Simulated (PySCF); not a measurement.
# Working out the ionisation energy of Cr

Cr [Ar] 3d5 4s1 (7S) → Cr+ [Ar] 3d5 (6S). Computed with PySCF 2.14 in x2c-TZVPall (6s5p4d1f, 48 functions), with the spin-free X2C one-electron Hamiltonian (Gaussian nucleus). Frozen: [Ar]. Energies in hartree (1 hartree = 27.21139 eV):

| part | Cr (lower) | Cr+ (upper) |
| --- | --- | --- |
| UHF | -1049.643516 | -1049.422419 |
| MP2 opposite-spin | 0.000000 | 0.000000 |
| MP2 same-spin | -0.076723 | -0.062346 |

Question: What does Hartree-Fock give?

Answer: (-1049.422419) − (-1049.643516) = 0.221097 hartree = 6.016 eV.

Question: What do MP2 and SCS-MP2 (6/5 opposite-spin, 1/3 same-spin) give?

Answer: The opposite-spin parts differ by 0.000 eV and the same-spin parts by 0.391 eV. MP2: 6.016 + (0.000) + (0.391) = 6.407 eV. SCS-MP2: 6.016 + 1.2 × (0.000) + (0.391)/3 = 6.146 eV.

Measured between the centres of the two terms (NIST): 6.767 eV, so MP2 (valence) is off by -0.360 eV.

What remains against the reference includes basis incompleteness, the frozen core and correlation beyond second order.
